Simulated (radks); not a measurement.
Values are calculated unless marked as measured or tabulated.
Task: The mean radii <r> (bohr) of the occupied orbitals of an atom or ion are listed with their occupations. Code: a radial shooting solver on a logarithmic mesh with Libxc functionals. Model: Dirac Kohn-Sham, PBE, spin-unpolarised, spherical densities, point nucleus.

orbital  occ.      <r>
1s1/2       2  0.01743
2s1/2       2  0.07295
2p1/2       2  0.06017
2p3/2       4  0.06848
3s1/2       2   0.1899
3p1/2       2   0.1801
3p3/2       4   0.1954
3d3/2       4   0.1705
3d5/2       6   0.1752
4s1/2       2   0.4231
4p1/2       2   0.4266
4p3/2       4   0.4603
4d3/2       4   0.4718
4d5/2       6   0.4831
5s1/2       2   0.9734
5p1/2       2    1.053
4f5/2       6   0.5304
4f7/2       8   0.5380
5p3/2       4    1.144
5d3/2       4    1.464
5d5/2       1    1.502

Name the element and its charge. Open shells, if any, fill j = l - 1/2 first.

Result: Z = 77, iridium, charge +4: Ir4+ in [Xe] 4f14 5d5. The 1s radius gives Z: for a bare nucleus <r> = (2 gamma + 1)/(2Z) with gamma = sqrt(1 - (Z/c)^2), 0.01724 bohr for Z = 77, and screening makes it slightly larger (0.01743 here). The occupations add up to 73, and the charge is Z minus that.
